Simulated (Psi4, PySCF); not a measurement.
HNP, charge +1, singlet, at a GFN2-xTB geometry. Base run: PBE0/def2-SVPD, TDA in PySCF.

Input for PySCF:
```python
from pyscf import gto, scf, dft, tdscf

mol = gto.M(
    atom='''
N    -0.000000   -0.000000   -0.904238
P     0.000000    0.000000    0.549084
H    -0.000000   -0.000000   -1.906591
''',
    basis='def2-svpd',
    charge=1,
    spin=0,
    verbose=3,
)

mf = dft.RKS(mol)
mf.xc = 'pbe0'
mf.kernel()
td = mf.TDA()
td.nstates = 5
td.kernel()
td.analyze()
```

Programs used: Psi4, PySCF; a row that names a program was run with it.

Variants of this job, named by their change:

| change | first excitation (eV) | oscillator strength of the first | second (eV) |
|---|---|---|---|
| base | 5.69 | 0.000 | 6.06 |
| functional = b3lyp | 5.65 | 0.000 | 5.96 |
| response = full linear response | 5.66 | 0.000 | 6.06 |
| basis = cc-pVDZ | 5.72 | 0.000 | 6.12 |
| functional = wb97x | 5.69 | 0.000 | 6.04 |
| functional = camb3lyp | 5.62 | 0.000 | 5.98 |
| functional = hf | ___ | 0.000 | ___ |
| code = psi4 | 5.69 | 0.000 | 6.06 |
| nstates = 2 | 5.69 | 0.000 | 6.06 |
| basis = def2-SVP | 5.71 | 0.000 | 6.10 |
| conv_tol = 1e-3 | 5.69 | 0.000 | 6.06 |

What belongs in the gaps?


- functional = hf, first excitation (eV): 5.49
- functional = hf, second (eV): 5.86

An iterative solver can miss low states, so a row lists the states that it found.
